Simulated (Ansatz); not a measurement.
**Molecular dynamics of AlCl₂F**

Input file:

```yaml
crystal:
  periodic: [false, false, false]
  atoms:
    - { symbol: Al, position_ang: [-0.00431, 0.021702, -0.033044] }
    - { symbol: F, position_ang: [-0.002348, -0.011972, 1.6456] }
    - { symbol: Cl, position_ang: [1.848552, -0.006882, -1.071266] }
    - { symbol: Cl, position_ang: [-1.844013, -0.00322, -1.067626] }
basis:
  gaussian: { orbitals: def2-SVP }
hamiltonian:
  xc: pbe
  dispersion: d4
md:
  timestep: 2.0
  n_steps: 250
  ensemble: nvt_nose_hoover
  temperature: 1000.0
  initial_velocities: maxwell_boltzmann
  seed: 950158
  nose_hoover: { tau: 100.0, chain_length: 1 }
```

Run as:

```bash
$ ansatz run input.yaml --threads 1 --pin off --max-ram 2048MiB --backend cpu --events-out ev --progress --plain --runs-dir out
```

It goes on from the last frame of an earlier run, with new velocities.

Output, in part (one step line in 3, the closing report, with atoms numbered from 0):

```
md step     0: t =     0.00 fs  T =  1000.0 K  F+E_penalty+E_count = -34336.19602651 eV  E_kin = 0.258520 eV  conserved = -34335.93750652 eV  (24 SCF iters)
md step     3: t =     6.00 fs  T =  1037.1 K  F+E_penalty+E_count = -34336.20573959 eV  E_kin = 0.268102 eV  conserved = -34335.93760806 eV  (24 SCF iters)
md step     6: t =    12.00 fs  T =   861.1 K  F+E_penalty+E_count = -34336.15994380 eV  E_kin = 0.222622 eV  conserved = -34335.93723346 eV  (24 SCF iters)
md step     9: t =    18.00 fs  T =   655.5 K  F+E_penalty+E_count = -34336.10641088 eV  E_kin = 0.169450 eV  conserved = -34335.93701652 eV  (24 SCF iters)
md step    12: t =    24.00 fs  T =   537.9 K  F+E_penalty+E_count = -34336.07560340 eV  E_kin = 0.139056 eV  conserved = -34335.93708348 eV  (24 SCF iters)
md step    15: t =    30.00 fs  T =   485.4 K  F+E_penalty+E_count = -34336.06124800 eV  E_kin = 0.125476 eV  conserved = -34335.93715740 eV  (24 SCF iters)
md step    18: t =    36.00 fs  T =   452.8 K  F+E_penalty+E_count = -34336.05163453 eV  E_kin = 0.117056 eV  conserved = -34335.93719557 eV  (25 SCF iters)
md step    21: t =    42.00 fs  T =   407.9 K  F+E_penalty+E_count = -34336.03849720 eV  E_kin = 0.105442 eV  conserved = -34335.93724722 eV  (25 SCF iters)
md step    24: t =    48.00 fs  T =   317.0 K  F+E_penalty+E_count = -34336.01326377 eV  E_kin = 0.081963 eV  conserved = -34335.93723036 eV  (24 SCF iters)
md step    27: t =    54.00 fs  T =   181.6 K  F+E_penalty+E_count = -34335.97655400 eV  E_kin = 0.046956 eV  conserved = -34335.93702427 eV  (23 SCF iters)
md step    30: t =    60.00 fs  T =    92.9 K  F+E_penalty+E_count = -34335.95242454 eV  E_kin = 0.024011 eV  conserved = -34335.93680309 eV  (25 SCF iters)
md step    33: t =    66.00 fs  T =   161.3 K  F+E_penalty+E_count = -34335.96903194 eV  E_kin = 0.041692 eV  conserved = -34335.93677925 eV  (24 SCF iters)
md step    36: t =    72.00 fs  T =   406.3 K  F+E_penalty+E_count = -34336.02963974 eV  E_kin = 0.105037 eV  conserved = -34335.93700675 eV  (24 SCF iters)
md step    39: t =    78.00 fs  T =   714.9 K  F+E_penalty+E_count = -34336.10310502 eV  E_kin = 0.184820 eV  conserved = -34335.93737383 eV  (24 SCF iters)
md step    42: t =    84.00 fs  T =   894.3 K  F+E_penalty+E_count = -34336.13948976 eV  E_kin = 0.231182 eV  conserved = -34335.93757838 eV  (24 SCF iters)
md step    45: t =    90.00 fs  T =   846.7 K  F+E_penalty+E_count = -34336.11557662 eV  E_kin = 0.218886 eV  conserved = -34335.93712952 eV  (24 SCF iters)
md step    48: t =    96.00 fs  T =   782.1 K  F+E_penalty+E_count = -34336.08795383 eV  E_kin = 0.202185 eV  conserved = -34335.93657719 eV  (24 SCF iters)
md step    51: t =   102.00 fs  T =   953.5 K  F+E_penalty+E_count = -34336.12133779 eV  E_kin = 0.246490 eV  conserved = -34335.93695212 eV  (24 SCF iters)
md step    54: t =   108.00 fs  T =  1197.5 K  F+E_penalty+E_count = -34336.17054948 eV  E_kin = 0.309583 eV  conserved = -34335.93755061 eV  (24 SCF iters)
md step    57: t =   114.00 fs  T =  1212.6 K  F+E_penalty+E_count = -34336.15820537 eV  E_kin = 0.313475 eV  conserved = -34335.93728423 eV  (24 SCF iters)
md step    60: t =   120.00 fs  T =  1058.5 K  F+E_penalty+E_count = -34336.10352504 eV  E_kin = 0.273652 eV  conserved = -34335.93686244 eV  (24 SCF iters)
md step    63: t =   126.00 fs  T =   915.3 K  F+E_penalty+E_count = -34336.05419842 eV  E_kin = 0.236630 eV  conserved = -34335.93691454 eV  (24 SCF iters)
md step    66: t =   132.00 fs  T =   771.2 K  F+E_penalty+E_count = -34336.00622281 eV  E_kin = 0.199380 eV  conserved = -34335.93693894 eV  (24 SCF iters)
md step    69: t =   138.00 fs  T =   607.0 K  F+E_penalty+E_count = -34335.95451097 eV  E_kin = 0.156932 eV  conserved = -34335.93670790 eV  (24 SCF iters)
md step    72: t =   144.00 fs  T =   515.4 K  F+E_penalty+E_count = -34335.92310737 eV  E_kin = 0.133238 eV  conserved = -34335.93665183 eV  (24 SCF iters)
md step    75: t =   150.00 fs  T =   534.3 K  F+E_penalty+E_count = -34335.92041756 eV  E_kin = 0.138124 eV  conserved = -34335.93670901 eV  (24 SCF iters)
md step    78: t =   156.00 fs  T =   640.1 K  F+E_penalty+E_count = -34335.93878560 eV  E_kin = 0.165484 eV  conserved = -34335.93679231 eV  (24 SCF iters)
md step    81: t =   162.00 fs  T =   762.9 K  F+E_penalty+E_count = -34335.95949515 eV  E_kin = 0.197238 eV  conserved = -34335.93724922 eV  (24 SCF iters)
md step    84: t =   168.00 fs  T =   678.4 K  F+E_penalty+E_count = -34335.92528039 eV  E_kin = 0.175387 eV  conserved = -34335.93734011 eV  (24 SCF iters)
md step    87: t =   174.00 fs  T =   361.3 K  F+E_penalty+E_count = -34335.83315152 eV  E_kin = 0.093393 eV  conserved = -34335.93628889 eV  (24 SCF iters)
md step    90: t =   180.00 fs  T =   283.2 K  F+E_penalty+E_count = -34335.80738338 eV  E_kin = 0.073206 eV  conserved = -34335.93600900 eV  (24 SCF iters)
md step    93: t =   186.00 fs  T =   595.2 K  F+E_penalty+E_count = -34335.88066699 eV  E_kin = 0.153871 eV  conserved = -34335.93707320 eV  (24 SCF iters)
md step    96: t =   192.00 fs  T =   861.6 K  F+E_penalty+E_count = -34335.93403663 eV  E_kin = 0.222746 eV  conserved = -34335.93681322 eV  (24 SCF iters)
md step    99: t =   198.00 fs  T =  1100.5 K  F+E_penalty+E_count = -34335.97512138 eV  E_kin = 0.284507 eV  conserved = -34335.93633807 eV  (24 SCF iters)
md step   102: t =   204.00 fs  T =  1474.2 K  F+E_penalty+E_count = -34336.04593257 eV  E_kin = 0.381108 eV  conserved = -34335.93700757 eV  (24 SCF iters)
md step   105: t =   210.00 fs  T =  1684.0 K  F+E_penalty+E_count = -34336.06852923 eV  E_kin = 0.435338 eV  conserved = -34335.93699680 eV  (24 SCF iters)
md step   108: t =   216.00 fs  T =  1639.7 K  F+E_penalty+E_count = -34336.02549567 eV  E_kin = 0.423905 eV  conserved = -34335.93639442 eV  (24 SCF iters)
md step   111: t =   222.00 fs  T =  1559.3 K  F+E_penalty+E_count = -34335.97683225 eV  E_kin = 0.403117 eV  conserved = -34335.93620495 eV  (24 SCF iters)
md step   114: t =   228.00 fs  T =  1560.9 K  F+E_penalty+E_count = -34335.95177460 eV  E_kin = 0.403518 eV  conserved = -34335.93600375 eV  (24 SCF iters)
md step   117: t =   234.00 fs  T =  1743.8 K  F+E_penalty+E_count = -34335.97417772 eV  E_kin = 0.450804 eV  conserved = -34335.93597465 eV  (24 SCF iters)
md step   120: t =   240.00 fs  T =  2097.5 K  F+E_penalty+E_count = -34336.03992166 eV  E_kin = 0.542248 eV  conserved = -34335.93665766 eV  (24 SCF iters)
md step   123: t =   246.00 fs  T =  2254.9 K  F+E_penalty+E_count = -34336.05545068 eV  E_kin = 0.582939 eV  conserved = -34335.93751404 eV  (24 SCF iters)
md step   126: t =   252.00 fs  T =  1791.0 K  F+E_penalty+E_count = -34335.91516996 eV  E_kin = 0.463007 eV  conserved = -34335.93705581 eV  (26 SCF iters)
md step   129: t =   258.00 fs  T =   954.4 K  F+E_penalty+E_count = -34335.68601189 eV  E_kin = 0.246722 eV  conserved = -34335.93540617 eV  (26 SCF iters)
md step   132: t =   264.00 fs  T =   522.8 K  F+E_penalty+E_count = -34335.56876964 eV  E_kin = 0.135148 eV  conserved = -34335.93534485 eV  (26 SCF iters)
md step   135: t =   270.00 fs  T =   582.0 K  F+E_penalty+E_count = -34335.58032830 eV  E_kin = 0.150463 eV  conserved = -34335.93639101 eV  (26 SCF iters)
md step   138: t =   276.00 fs  T =   671.5 K  F+E_penalty+E_count = -34335.59711880 eV  E_kin = 0.173607 eV  conserved = -34335.93619973 eV  (26 SCF iters)
md step   141: t =   282.00 fs  T =   757.1 K  F+E_penalty+E_count = -34335.61166022 eV  E_kin = 0.195728 eV  conserved = -34335.93596840 eV  (26 SCF iters)
md step   144: t =   288.00 fs  T =   911.6 K  F+E_penalty+E_count = -34335.64261703 eV  E_kin = 0.235672 eV  conserved = -34335.93594304 eV  (25 SCF iters)
md step   147: t =   294.00 fs  T =  1135.3 K  F+E_penalty+E_count = -34335.68912630 eV  E_kin = 0.293489 eV  conserved = -34335.93575885 eV  (26 SCF iters)
md step   150: t =   300.00 fs  T =  1479.8 K  F+E_penalty+E_count = -34335.76440533 eV  E_kin = 0.382545 eV  conserved = -34335.93581822 eV  (24 SCF iters)
md step   153: t =   306.00 fs  T =  1906.1 K  F+E_penalty+E_count = -34335.85834117 eV  E_kin = 0.492754 eV  conserved = -34335.93601361 eV  (24 SCF iters)
md step   156: t =   312.00 fs  T =  2317.3 K  F+E_penalty+E_count = -34335.94755647 eV  E_kin = 0.599060 eV  conserved = -34335.93594187 eV  (24 SCF iters)
md step   159: t =   318.00 fs  T =  2718.7 K  F+E_penalty+E_count = -34336.03720485 eV  E_kin = 0.702849 eV  conserved = -34335.93588368 eV  (24 SCF iters)
md step   162: t =   324.00 fs  T =  3064.2 K  F+E_penalty+E_count = -34336.12015356 eV  E_kin = 0.792164 eV  conserved = -34335.93650076 eV  (24 SCF iters)
md step   165: t =   330.00 fs  T =  3030.9 K  F+E_penalty+E_count = -34336.11605026 eV  E_kin = 0.783552 eV  conserved = -34335.93688619 eV  (25 SCF iters)
md step   168: t =   336.00 fs  T =  2461.8 K  F+E_penalty+E_count = -34335.98211522 eV  E_kin = 0.636436 eV  conserved = -34335.93626556 eV  (26 SCF iters)
md step   171: t =   342.00 fs  T =  1751.2 K  F+E_penalty+E_count = -34335.81322166 eV  E_kin = 0.452710 eV  conserved = -34335.93507520 eV  (26 SCF iters)
md step   174: t =   348.00 fs  T =  1450.6 K  F+E_penalty+E_count = -34335.75037961 eV  E_kin = 0.375002 eV  conserved = -34335.93557677 eV  (26 SCF iters)
md step   177: t =   354.00 fs  T =  1354.7 K  F+E_penalty+E_count = -34335.74069673 eV  E_kin = 0.350221 eV  conserved = -34335.93648525 eV  (26 SCF iters)
md step   180: t =   360.00 fs  T =  1059.4 K  F+E_penalty+E_count = -34335.67687814 eV  E_kin = 0.273875 eV  conserved = -34335.93597274 eV  (26 SCF iters)
md step   183: t =   366.00 fs  T =   775.7 K  F+E_penalty+E_count = -34335.61262395 eV  E_kin = 0.200528 eV  conserved = -34335.93532677 eV  (26 SCF iters)
md step   186: t =   372.00 fs  T =   800.3 K  F+E_penalty+E_count = -34335.62717745 eV  E_kin = 0.206888 eV  conserved = -34335.93555208 eV  (26 SCF iters)
md step   189: t =   378.00 fs  T =  1020.6 K  F+E_penalty+E_count = -34335.69394462 eV  E_kin = 0.263841 eV  conserved = -34335.93619600 eV  (26 SCF iters)
md step   192: t =   384.00 fs  T =  1134.2 K  F+E_penalty+E_count = -34335.73452669 eV  E_kin = 0.293221 eV  conserved = -34335.93634207 eV  (24 SCF iters)
md step   195: t =   390.00 fs  T =  1087.8 K  F+E_penalty+E_count = -34335.73367018 eV  E_kin = 0.281222 eV  conserved = -34335.93593826 eV  (24 SCF iters)
md step   198: t =   396.00 fs  T =  1088.0 K  F+E_penalty+E_count = -34335.74478054 eV  E_kin = 0.281260 eV  conserved = -34335.93569455 eV  (24 SCF iters)
md step   201: t =   402.00 fs  T =  1248.8 K  F+E_penalty+E_count = -34335.79900969 eV  E_kin = 0.322827 eV  conserved = -34335.93594619 eV  (24 SCF iters)
md step   204: t =   408.00 fs  T =  1451.6 K  F+E_penalty+E_count = -34335.86684965 eV  E_kin = 0.375255 eV  conserved = -34335.93622281 eV  (26 SCF iters)
md step   207: t =   414.00 fs  T =  1551.2 K  F+E_penalty+E_count = -34335.91098193 eV  E_kin = 0.401005 eV  conserved = -34335.93644111 eV  (26 SCF iters)
md step   210: t =   420.00 fs  T =  1483.3 K  F+E_penalty+E_count = -34335.91300578 eV  E_kin = 0.383461 eV  conserved = -34335.93616594 eV  (26 SCF iters)
md step   213: t =   426.00 fs  T =  1428.6 K  F+E_penalty+E_count = -34335.91837210 eV  E_kin = 0.369322 eV  conserved = -34335.93563276 eV  (26 SCF iters)
md step   216: t =   432.00 fs  T =  1600.6 K  F+E_penalty+E_count = -34335.98556722 eV  E_kin = 0.413789 eV  conserved = -34335.93622102 eV  (26 SCF iters)
md step   219: t =   438.00 fs  T =  1736.4 K  F+E_penalty+E_count = -34336.04796455 eV  E_kin = 0.448896 eV  conserved = -34335.93676678 eV  (26 SCF iters)
md step   222: t =   444.00 fs  T =  1626.6 K  F+E_penalty+E_count = -34336.04806858 eV  E_kin = 0.420505 eV  conserved = -34335.93619453 eV  (26 SCF iters)
md step   225: t =   450.00 fs  T =  1528.8 K  F+E_penalty+E_count = -34336.05134553 eV  E_kin = 0.395222 eV  conserved = -34335.93602240 eV  (26 SCF iters)
md step   228: t =   456.00 fs  T =  1528.0 K  F+E_penalty+E_count = -34336.08129626 eV  E_kin = 0.395010 eV  conserved = -34335.93660415 eV  (24 SCF iters)
md step   231: t =   462.00 fs  T =  1387.4 K  F+E_penalty+E_count = -34336.07513534 eV  E_kin = 0.358662 eV  conserved = -34335.93684476 eV  (24 SCF iters)
md step   234: t =   468.00 fs  T =  1033.2 K  F+E_penalty+E_count = -34336.00888912 eV  E_kin = 0.267111 eV  conserved = -34335.93653864 eV  (24 SCF iters)
md step   237: t =   474.00 fs  T =   646.1 K  F+E_penalty+E_count = -34335.92603813 eV  E_kin = 0.167037 eV  conserved = -34335.93620981 eV  (24 SCF iters)
md step   240: t =   480.00 fs  T =   401.6 K  F+E_penalty+E_count = -34335.87315582 eV  E_kin = 0.103834 eV  conserved = -34335.93610874 eV  (24 SCF iters)
md step   243: t =   486.00 fs  T =   344.0 K  F+E_penalty+E_count = -34335.86531528 eV  E_kin = 0.088943 eV  conserved = -34335.93619667 eV  (24 SCF iters)
md step   246: t =   492.00 fs  T =   406.1 K  F+E_penalty+E_count = -34335.88842075 eV  E_kin = 0.104981 eV  conserved = -34335.93653809 eV  (26 SCF iters)
md step   249: t =   498.00 fs  T =   427.3 K  F+E_penalty+E_count = -34335.90137944 eV  E_kin = 0.110473 eV  conserved = -34335.93676684 eV  (26 SCF iters)
md step   250: t =   500.00 fs  T =   406.7 K  F+E_penalty+E_count = -34335.89823095 eV  E_kin = 0.105133 eV  conserved = -34335.93669182 eV  (25 SCF iters)
Total energy: -34335.89826391 eV, -1261.8209874910 hartree
Atom 0 at     0.028388    -0.130708     0.131614 Å, force    -0.752889     0.776756    -0.089291 eV/Å
Atom 1 at    -0.005711     0.221568     1.767947 Å, force     0.075532    -0.362671    -0.312116 eV/Å
Atom 2 at     1.604461    -0.018784    -1.175016 Å, force     1.197036    -0.186920    -0.037102 eV/Å
Atom 3 at    -1.623007    -0.000476    -1.154768 Å, force    -0.519680    -0.227165     0.438509 eV/Å
Dipole moment:     0.066566    -0.222358     0.091342 e Å
```

The run went to its last step. The conserved energy stayed within 0.63 meV per atom of its start (net change 0.2 meV per atom), so the integration is sound. The mean temperature of the second half is 33 % above the set value. A run of 0.5 ps of so small a system gives no equilibrium averages.

The same pairs are bonded in the first frame and the last. Pairs count as bonded within 1.25 times the sum of covalent radii (0.12 Å more for H–H).

Last frame:

```xyz
4
Properties=species:S:1:pos:R:3
Al 0.028 -0.131 0.132
F -0.006 0.222 1.768
Cl 1.605 -0.019 -1.175
Cl -1.623 -0.001 -1.155
```

The run took 5.1 min on 1 thread of Arm Neoverse V2, with other jobs on the host, peak memory 0.12 GiB.
